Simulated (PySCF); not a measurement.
# Electric field gradients and quadrupole coupling constants

Compound: C6H11FO2Si.
Structure used (GFN2-xTB), in Å, numbered top down from 1:
```xyz
21
C6H11FO2Si angstrom
C      3.2440    0.4838    0.6792
O      1.8807    0.3437    0.3727
C      1.5333   -0.9518   -0.0754
Si    -0.3463   -0.8650   -0.3701
C     -0.7852    0.6821   -1.4001
O     -2.1796    0.9635   -1.4201
C     -2.9252    0.7564   -0.3146
C     -2.6183    0.1988    0.8509
C     -1.2976   -0.3957    1.2264
F     -1.5155   -1.5084    2.0405
H      3.8689    0.2615   -0.1948
H      3.3964    1.5181    0.9820
H      3.5363   -0.1848    1.4983
H      1.7950   -1.7044    0.6785
H      2.0904   -1.2038   -0.9866
H     -0.8836   -2.1047   -0.9427
H     -0.2583    1.5553   -0.9926
H     -0.5056    0.5948   -2.4512
H     -3.9215    1.1435   -0.4882
H     -3.3891    0.1331    1.6029
H     -0.7280    0.3011    1.8592
```

Field gradients from the PBE0/pcSseg-1 density (PySCF, non-relativistic), principal values in atomic units, ordered |Vxx| ≤ |Vyy| ≤ |Vzz|:

```csv
atom,Vxx,Vyy,Vzz
O2,0.0153,2.0504,-2.0657
O6,-0.3320,-1.5742,1.9062
```

Task: Find the asymmetry η = (Vxx − Vyy)/Vzz and the couplings χ = eQV/h (234.96 MHz × Q in barn × V in au), with Q(17O) = −0.0256 b.

Result: 
| atom | environment | nucleus | η | χzz (MHz) | χxx (MHz) | χyy (MHz) |
| --- | --- | --- | --- | --- | --- | --- |
| O2 | ether oxygen | 17O | 0.99 | 12.43 | -0.09 | -12.33 |
| O6 | cyclic ether oxygen | 17O | 0.65 | -11.47 | 2.00 | 9.47 |

At O2 η is above 0.9: Vyy and Vzz are nearly equal in size and opposite in sign, so a small change could swap them and flip the sign of χzz. The tensor is traceless: Vxx + Vyy + Vzz = 0.

Task: What is Vzz at O2 in SI units (1 au = 9.71736 × 10²¹ V/m²)?

Result: -2.0657 au = -20.073 × 10²¹ V/m².

Task: And the gradient at the other heavy atoms, for which no coupling is worked out here?

Result: 
| atom | environment | Vzz (au) | η |
| --- | --- | --- | --- |
| C1 | methoxy carbon | 0.377 | 0.09 |
| C3 | sp3 carbon bound to oxygen | 0.386 | 0.28 |
| Si4 | SiH silicon | -0.083 | 0.80 |
| C5 | sp3 carbon bound to oxygen | 0.461 | 0.18 |
| C7 | vinylic carbon bearing oxygen | -0.377 | 0.13 |
| C8 | alkene CH carbon | -0.118 | 0.72 |
| C9 | sp3 C–F carbon | 0.565 | 0.24 |
| F10 | alkyl fluorine | 3.107 | 0.05 |

Task: What couplings would deuterons (Q(2H) = 0.00286 b) have in place of the hydrogens, at this geometry?

Result: 
```tsv
atom	bonded to	bond length (Å)	Vzz (au)	η	χzz (kHz)
H11	C1	1.097	0.2893	0.08	194
H12	C1	1.088	0.3063	0.07	206
H13	C1	1.097	0.2895	0.08	195
H14	C3	1.097	0.2934	0.09	197
H15	C3	1.097	0.2941	0.09	198
H16	Si4	1.467	0.1591	0.02	107
H17	C5	1.098	0.2887	0.09	194
H18	C5	1.091	0.3042	0.09	204
H19	C7	1.083	0.3171	0.10	213
H20	C8	1.079	0.3336	0.10	224
H21	C9	1.100	0.2833	0.09	190
```

The structure is a single GFN2-xTB conformer in the gas phase; no vibrational or solvent corrections. GFN2-xTB bond lengths can be off by several hundredths of an ångström, more for odd bonds, and the gradients follow them. The small basis limits the accuracy of the gradients.
